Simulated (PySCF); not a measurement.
Fractional electron number in Cr⁺ (chromium, charge +1)

The 3d alpha orbital of [Ar] 3d5 is emptied in steps (occupation f), with all orbitals relaxed, ending at [Ar] 3d4. Calculation: PySCF 2.14, in jorge-DZP-DKH (8s6p2d1f, 43 functions); scalar relativity by spin-free X2C-1e. The exact energy is a straight line in f; departures are measured from the line between the end points of the same method.

```
   f  UHF (eV)  LDA (eV)  PBE (eV)
   1     0.000     0.000     0.000
0.75     0.425    -1.265    -1.239
 0.5     0.535    -1.713    -1.677
0.25     0.380    -1.305    -1.276
   0     0.000     0.000     0.000
```

| method | E(f=0) − E(f=1) (eV) | −ε at f=1 (eV) | −ε at f=0.5 (eV) |
| --- | --- | --- | --- |
| UHF | 15.062 | 17.467 | 14.940 |
| LDA | 17.536 | 10.892 | 17.428 |
| PBE | 17.155 | 10.640 | 17.059 |

Orbital energy along the path (eV):

```json
{"f": "1", "UHF": "-17.467", "LDA": "-10.892", "PBE": "-10.640"}
{"f": "0.75", "UHF": "-16.097", "LDA": "-14.086", "PBE": "-13.779"}
{"f": "0.5", "UHF": "-14.940", "LDA": "-17.428", "PBE": "-17.059"}
{"f": "0.25", "UHF": "-13.965", "LDA": "-20.932", "PBE": "-20.485"}
{"f": "0", "UHF": "-13.142", "LDA": "-24.606", "PBE": "-24.055"}
```

Reference removal energy between the ground levels: 16.486 eV (measured; NIST Atomic Spectra Database, ionization energies). The calculation has no spin-orbit coupling. The determinant left behind need not be the lowest term of the ion. UHF lacks correlation.
